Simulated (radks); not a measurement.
Spherical quantum dot in the effective-mass picture: electrons in a hard-walled sphere of radius 5.51, with a point charge +1 (a donor) at the centre, all in effective atomic units (hartree* = m*/eps^2 hartree, bohr* = eps/m* bohr), one dielectric constant everywhere. Calculated with a radial shooting solver with Libxc functionals: non-relativistic Kohn-Sham, PBE, spin-polarised, spherical densities. Levels are named by radial order and angular momentum (1s, 1p, 1d, 2s, ...), and open shells are averaged over m. Results are scaled to m* = 0.133 and eps = 6.6, for which hartree* = 83.08 meV and bohr* = 2.626 nm.

N = 10, configuration 1s2 1p6 1d(up 1, down 0) 2s(up 1, down 0). This is the lowest configuration that the search found. Occupied and some empty levels:

level    occupation  eigenvalue (meV)  <r> (nm)
1s up             1            178.15     7.990
1s down           1            180.97     8.676
1p up             3            189.05     9.711
1p down           3            190.46     9.678
1d up             1            202.65     10.17
2s up             1            203.20     5.747
1d down           0            204.16     10.12
2s down           0            214.09     5.619
1f up             0            220.59     10.50
1f down           0            222.27     10.47
1g up             0            242.61     10.77
1g down           0            244.45     10.74
2p up             0            247.46     7.231
2p down           0            250.71     7.502

Energy (meV): total 892.833, kinetic 338.75, external -307.53, Hartree 1073.4, exchange-correlation -211.73.
